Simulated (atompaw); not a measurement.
**Te: one change to a PAW (atompaw) potential, before and after**

- Element: Te (Z = 52)
- Generator: atompaw 4.2.0.5
- Type: PAW
- Functional: LDA (PW92)
- Relativity: scalar-relativistic
- Frozen core: [Kr] 4d10
- Valence charge: 6
- Reference configuration: 5s2 5p2 (charge +2)
- Partial waves: 5s (bound): rc 1.40 bohr; 5s channel at -1.75 Ry: rc 1.40 bohr; 5p (bound): rc 2.05 bohr; 5p channel at 1.35 Ry: rc 2.05 bohr
- Local potential: bessel scheme, radius 1.35 bohr
- Core correction: smooth core density matched at 1.70 bohr
- Augmentation charge: sinc compensation charge, radius 1.65 bohr; PAW radius 2.05 bohr; waves and projectors: custom polynom2 7 10 vanderbiltortho

Change: wave 5s channel at -1.75 Ry: rc 1.40 bohr becomes 5s channel at 1.01 Ry: rc 1.40 bohr.

Cutoffs: the cutoffs (Ry, on a coarse ladder) from which the occupation-weighted sum of valence levels, in a spherical-Bessel basis at the reference potential, stays within 10 and 1 mRy of its value at 400 Ry; they do not see the model core or the augmentation charge, which bear on the density cutoff.

Task: What does the change do?

Result: The potential gets harder (21 Ry and 30 Ry → 21 Ry and 35 Ry); both files keep a bound ghost (d, p, s).

```tsv
quantity	base	changed
cutoff, loose	21 Ry	21 Ry
cutoff, tight	30 Ry	35 Ry
bound ghosts	s, p, d	s, p, d
s: phases at 2.05 bohr within 0.05 rad from the reference energy up to (Ry; the scan ends near 5)	n/a	to the end of the scan
p: phases at 2.05 bohr within 0.05 rad from the reference energy up to (Ry; the scan ends near 5)	to the end of the scan	to the end of the scan
lowest overlap eigenvalue by channel	s 0.19, p 0.11	s 0.26, p 0.11
```

 A true bound ghost makes a file unfit for plane-wave use even where its test errors are small: the radial tests pick states by their node count and pass the ghost by. The cutoffs see the waves, projectors and local potential, not the compensation charge or the core.
